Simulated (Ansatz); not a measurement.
The first iterations of a band of BrH + ClF2H2O2Ta (10 atoms, charge 0, multiplicity 1).

The calculation used Ansatz 0.2.0, RHF/def2-SVP.

```json
{
 "movable images": "5",
 "climbing image": "yes",
 "spring": "5.0 eV/Å²",
 "optimiser": "quadratic models (default)",
 "start path": "through a guess of the saddle point",
 "force threshold": "0.05 eV/Å",
 "iteration limit": "56",
 "end points": "relaxed"
}
```

First end point:

```xyz
10
Properties=species:S:1:pos:R:3
Ta -0.228 -0.292 0.239
O 1.508 0.472 0.377
H 2.024 0.428 1.172
F 0.049 -0.841 2.038
O -0.315 0.206 -1.549
H -0.255 0.498 -2.443
Cl -2.039 1.012 0.898
F -0.487 -2.094 -0.170
Br 2.682 2.018 -2.698
H 2.421 1.504 -1.408
```

Last end point:

```xyz
10
Properties=species:S:1:pos:R:3
Ta -0.132 0.456 -0.098
O 2.077 -0.165 -0.325
H 2.334 -0.919 0.195
F 0.511 0.864 1.639
O -0.362 -0.015 -1.880
H -0.281 -0.163 -2.806
Cl -2.325 0.986 0.376
F -0.069 -1.353 0.433
Br 0.857 2.714 -0.812
H 2.748 0.506 -0.265
```

| iteration | highest image above the first end (eV) | largest band force component (eV/Å) |
| --- | --- | --- |
| 1 | 6.391 | 27.117 |
| 2 | 3.567 | 4.636 |
| 3 | 1.931 | 2.211 |
| 4 | 1.725 | 2.002 |
| 5 | 1.352 | 0.777 |
| 6 | 1.160 | 0.877 |
| 7 | 1.033 | 0.932 |
| 8 | 0.951 | 0.973 |

**Question.** Does the band converge within its limit, and where does its top end?

**Answer.** The forces met the threshold. It ended after 25 iterations with the highest image 0.844 eV above the first end. Neighbouring images differ by up to 1.4 eV, so the band resolves the path poorly. A vibrational analysis at the climbing image gives one clearly imaginary mode, 1261i cm⁻¹: a first-order saddle point. The orbitals stay closed-shell, which can raise the energy where a bond breaks towards radicals; this wasn't checked here.

Time of the run: 11 min on 4 threads of AMD EPYC 7R43 64-Core Processor (Zen 3) (shared host), peak memory 0.52 GiB.
